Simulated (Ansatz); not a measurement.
Total energies of `O[SiH2][SiH2]S`.

Z-matrix (Å, degrees):
```
Si
Si 1 2.345
O 1 1.650 2 106.5
H 1 1.492 2 108.3 3 -120.4
H 1 1.484 2 114.3 3 118.6
S 2 2.160 1 104.3 3 40.1
H 2 1.486 1 112.9 3 -71.2
H 2 1.488 1 115.3 3 162.4
H 3 0.962 1 114.8 2 -30.8
H 6 1.345 2 94.9 1 62.7
```

The species carries charge 0 and has multiplicity 1. Geometry: relaxed with PBE0-D4/def2-TZVP. It is one conformer, not always the lowest. Basis def2-TZVPP, Ansatz 0.2.0.

RPA on PBE orbitals: Hartree–Fock energy of these orbitals -1053.83260 Eh, correlation -1.16721 Eh (frozen core).

```
             functional  energy without D4 (Eh)  D4 term (kJ/mol)
            LDA (SPW92)             -1051.86972                 –
                    PBE             -1055.58221             -24.2
                 revPBE             -1055.92121             -64.3
                 r2SCAN             -1056.02526              -5.8
                 B97M-V             -1055.87178                 –
                  B3LYP             -1056.20724             -39.4
                r2SCANh             -1056.01583              -6.3
HSE06 (plane-wave form)             -1055.65222             -19.6
                  BHLYP             -1056.10335             -33.0
              CAM-B3LYP             -1056.13906             -21.5
                LC-ωPBE             -1055.80597                 –
                ωB97X-V             -1055.96633                 –
                 B2PLYP             -1055.72136                 –
               PBE-QIDH             -1055.41243                 –
```

(1) Give the same for BLYP, PBE0, r2SCAN0, ωB97M-V. (Best estimate.)

B3LYP takes the VWN-RPA correlation (the form of Gaussian; ORCA's B3LYP/G). HSE06 is the plane-wave form, built on full-range PBE exchange. The double hybrids freeze the cores in their second-order part.

Results:

(1) Computed: 
```csv
functional,energy without D4 (Eh),D4 term (kJ/mol)
BLYP,-1056.11037,-52.0
PBE0,-1055.67663,-20.8
r2SCAN0,-1056.00278,-7.0
ωB97M-V,-1056.04267,–
```

LC-ωPBE has ω = 0.4 bohr⁻¹.
